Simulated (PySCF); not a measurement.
C$_{5}$H$_{13}$O$_{2}$Si, charge +2, doublet, at a GFN2-xTB geometry of the parent state (a state made from the parent by changing its charge; the spin is typed, not shown lowest); PySCF with MP2/STO-3G.

Here is a job for PySCF.
```python
from pyscf import gto, scf, mp

mol = gto.M(
    atom='''
C    -0.53608428    1.59741379   -1.87181813
Si   -0.11736644    0.93842841   -0.19522785
O    -1.02666715   -0.32203766    0.28778781
C    -2.41092301   -0.38594724    0.47464053
C    -2.77010341   -1.68109296    1.18858523
O     1.39656078    0.40061828   -0.35698788
C     2.18225323   -0.31463439    0.55532344
C     3.41189024   -0.86119726   -0.15467503
H    -1.55459834    1.74297786   -2.18475740
H     0.20253785    1.99901246   -2.53971618
H    -0.21631307    1.97910820    0.84676853
H    -2.74746741    0.47723964    1.06235511
H    -2.90876859   -0.34147202   -0.50223419
H    -2.43112153   -2.53190431    0.60340964
H    -2.28593384   -1.71538195    2.16122715
H    -3.84634796   -1.74637247    1.32358646
H     1.59647846   -1.13416246    0.98600211
H     2.48284490    0.35561608    1.37104260
H     3.98671879   -0.04329834   -0.58115987
H     3.10858626   -1.52598692   -0.95896810
H     4.03516911   -1.40927045    0.54689807
''',
    basis='sto-3g',
    charge=2,
    spin=1,
    verbose=5,
)

mf = scf.UHF(mol)
mf.kernel()

pt = mp.MP2(mf)
pt.kernel()
print('E(MP2) = %.10f' % pt.e_tot)
mf.analyze()
```

The log (banner, timings and long lists left out):

```
PySCF version 2.14.0

[INPUT] verbose = 5
[INPUT] max_memory = 4000
[INPUT] num. atoms = 21
[INPUT] num. electrons = 71
[INPUT] charge = 2
[INPUT] spin (= nelec alpha-beta = 2S) = 1
[INPUT] symmetry False subgroup None
[INPUT] Mole.unit = angstrom
[INPUT] Symbol           X                Y                Z      unit          X                Y                Z       unit  Magmom
[...]
[INPUT] ---------------- BASIS SET ----------------
[INPUT] l, kappa, [nprim/nctr], expnt,             c_1 c_2 ...
[INPUT] O
[...]
                                23.808861         0.53532814
                                6.4436083         0.44463454
[...]
                                1.1695961         0.39951283
                                0.380389          0.70011547
[...]
                                1.1695961         0.60768372
                                0.380389          0.39195739
[INPUT] H
[...]
                                0.62391373        0.53532814
                                0.1688554         0.44463454
[INPUT] C
[...]
                                13.045096         0.53532814
                                3.5305122         0.44463454
[...]
                                0.6834831         0.39951283
                                0.2222899         0.70011547
[...]
                                0.6834831         0.60768372
                                0.2222899         0.39195739
[INPUT] Si
[...]
                                74.28083305       0.5353281423
                                20.10329229       0.4446345422
[...]
                                5.389706871       0.3995128261
                                1.752899952       0.7001154689
[...]
                                0.4125648801      0.2255954336
                                0.1614750979      0.900398426
[...]
                                5.389706871       0.6076837186
                                1.752899952       0.3919573931
[...]
                                0.4125648801      0.5951670053
                                0.1614750979      0.462001012

nuclear repulsion = 476.515668011308
number of shells = 39
number of NR pGTOs = 171
number of NR cGTOs = 57
basis = sto-3g
ecp = {}

******** <class 'pyscf.scf.uhf.UHF'> ********
method = UHF
initial guess = minao
damping factor = 0
level_shift factor = 0
DIIS = <class 'pyscf.scf.diis.CDIIS'>
diis_start_cycle = 1
diis_space = 8
diis_damp = 0
SCF conv_tol = 1e-09
SCF conv_tol_grad = None
[...]
converged SCF energy = -627.239936104644  <S^2> = 0.75747087  2S+1 = 2.007457
E(UMP2) = -627.582863247283  E_corr = -0.342927142639034
E(SCS-UMP2) = -627.612965752051  E_corr = -0.373029647407497
E(MP2) = -627.5828632473
Total Energy =                        -627.239936104643675
[...]
spin_pop of  20 H 1s        0.00006
 ** Mulliken Spin Density (per atom)  **
spin density of  0 C =      0.01184
spin density of  1 Si =     -0.05154
spin density of  2 O =      1.00352
spin density of  3 C =     -0.08618
spin density of  4 C =      0.00540
spin density of  5 O =     -0.01057
spin density of  6 C =      0.00149
spin density of  7 C =     -0.00005
spin density of  8 H =     -0.00034
spin density of  9 H =     -0.00056
spin density of  10 H =      0.03600
spin density of  11 H =      0.04696
spin density of  12 H =      0.04793
spin density of  13 H =     -0.00054
spin density of  14 H =     -0.00067
spin density of  15 H =     -0.00208
spin density of  16 H =     -0.00050
spin density of  17 H =     -0.00022
spin density of  18 H =      0.00001
spin density of  19 H =      0.00001
spin density of  20 H =      0.00006
 ** Mulliken pop alpha/beta on meta-lowdin orthogonal AOs **
 ** Mulliken pop       alpha | beta **
In total            36.00000 | 35.00000
 ** Mulliken atomic charges   ( Nelec_alpha | Nelec_beta ) **
charge of  0C =      0.25193  (     2.87996      2.86811 )
charge of  1Si =      0.98148  (     6.48349      6.53503 )
charge of  2O =      0.08850  (     4.45751      3.45399 )
charge of  3C =      0.05155  (     2.93113      3.01731 )
charge of  4C =     -0.10175  (     3.05357      3.04818 )
charge of  5O =     -0.31446  (     4.15195      4.16252 )
charge of  6C =      0.07262  (     2.96444      2.96294 )
charge of  7C =     -0.10286  (     3.05141      3.05145 )
charge of  8H =      0.16649  (     0.41658      0.41693 )
charge of  9H =      0.19074  (     0.40435      0.40491 )
charge of  10H =     -0.00767  (     0.52184      0.48583 )
charge of  11H =      0.10838  (     0.46929      0.42233 )
charge of  12H =      0.10057  (     0.47368      0.42575 )
charge of  13H =      0.07443  (     0.46251      0.46305 )
charge of  14H =      0.07517  (     0.46208      0.46275 )
charge of  15H =      0.09600  (     0.45096      0.45304 )
charge of  16H =      0.03449  (     0.48250      0.48300 )
charge of  17H =      0.05004  (     0.47487      0.47509 )
charge of  18H =      0.05901  (     0.47050      0.47049 )
charge of  19H =      0.05089  (     0.47456      0.47455 )
charge of  20H =      0.07445  (     0.46281      0.46275 )

WARN: System has nonzero charge 2; the dipole moment is origin-dependent.
Location of origin: [0. 0. 0.]

Dipole moment(X, Y, Z, Debye): -7.84549,  6.74813, -5.06625
```
